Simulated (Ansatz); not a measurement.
Coupled-cluster run, C₅HClF₆O₂Sn, SMILES `FC(F)(F)C1=CC(C(F)(F)F)=[O+][Sn-]([Cl])[O]1`.

```yaml
crystal:
  periodic: [false, false, false]
  atoms:
    - {symbol: F, position_ang: [0.201178, 2.969368, -0.393377]}
    - {symbol: C, position_ang: [-0.848118, 2.299466, -0.865947]}
    - {symbol: F, position_ang: [-1.947648, 2.810185, -0.313318]}
    - {symbol: F, position_ang: [-0.908245, 2.493806, -2.177948]}
    - {symbol: C, position_ang: [-0.771019, 0.793977, -0.557902]}
    - {symbol: C, position_ang: [0.267218, 0.329743, 0.239991]}
    - {symbol: C, position_ang: [0.339873, -0.988286, 0.673265]}
    - {symbol: C, position_ang: [1.441735, -1.375396, 1.674985]}
    - {symbol: F, position_ang: [0.884840, -1.722073, 2.834878]}
    - {symbol: F, position_ang: [2.291346, -0.376654, 1.906883]}
    - {symbol: F, position_ang: [2.133570, -2.410867, 1.215159]}
    - {symbol: O, position_ang: [-0.416636, -1.947085, 0.381297]}
    - {symbol: Sn, position_ang: [-1.869969, -2.030778, -1.248842]}
    - {symbol: Cl, position_ang: [-0.110577, -2.040207, -2.850209]}
    - {symbol: O, position_ang: [-1.718446, 0.141289, -1.061215]}
    - {symbol: H, position_ang: [1.008098, 1.030812, 0.586400]}
basis:
  gaussian: {orbitals: def2-SVP}
correlation: {method: ccsd_t}
```

```sh
$ ansatz run in.yaml --threads 11 --pin off --events-out ev --progress --plain --max-ram 110592MiB --backend cuda --devices 0, --max-vram 75GiB
```

Output of Ansatz, abridged:

```
Functional definition: HF
2318 factors; integrals over basis functions are off by at most 1.1e-3 eV
mean field evaluation 1: about -43755.1402 eV, gradient 7.1e1 eV
mean field evaluation 2: about -43755.5178 eV, gradient 7.1e1 eV
mean field evaluation 4: about -43765.3942 eV, gradient 6.9e0 eV
mean field evaluation 8: about -43765.5483 eV, gradient 6.7e-1 eV
mean field -43765.55005919 eV, -1608.3542993201 hartree, gradient 2.1e-6 eV, S^2 0.000000; 0 other end points of the search recorded, 0 dependent functions left out
22 core orbitals not correlated: weight in the atoms' cores, before any rotation towards them, 1.000 or more for the frozen orbitals, at most 0.000 for the correlated occupied ones
reference -43765.55005919 eV, -1608.3542993201 hartree; 48, 48 occupied and 161, 161 virtual orbitals, 2318 factors
second order -62.75762288 eV of doubles, -0.00000000 eV of singles
cycle   1  -62.16383068 eV  change    5.9e-1 eV  update   2.0e-1
cycle   2  -63.65447053 eV  change    -1.5e0 eV  update   6.2e-2
cycle   3  -64.03548313 eV  change   -3.8e-1 eV  update   3.5e-2
cycle   4  -64.02488053 eV  change    1.1e-2 eV  update   9.7e-3
cycle   5  -64.00686379 eV  change    1.8e-2 eV  update   5.2e-3
cycle   6  -64.00929133 eV  change   -2.4e-3 eV  update   1.7e-3
cycle   7  -64.00953154 eV  change   -2.4e-4 eV  update   7.7e-4
cycle   8  -64.00886698 eV  change    6.6e-4 eV  update   2.9e-4
cycle   9  -64.00899857 eV  change   -1.3e-4 eV  update   1.5e-4
cycle  10  -64.00916464 eV  change   -1.7e-4 eV  update   7.3e-5
cycle  11  -64.00907398 eV  change    9.1e-5 eV  update   4.0e-5
perturbative correction -1.80409857 eV, -0.0662993996 hartree
Total energy: -43831.36323174 eV, -1610.7728888013 hartree
```

Hardware: 11 threads of an AMD EPYC 7R13 on a shared host and a whole NVIDIA H100 80 GB. Wall time 7 s, peak host memory 1.5 GiB.

MP2 recovers 95.4 % of the CCSD(T) correlation energy and the triples give 2.7 %; T1 = 0.0149.
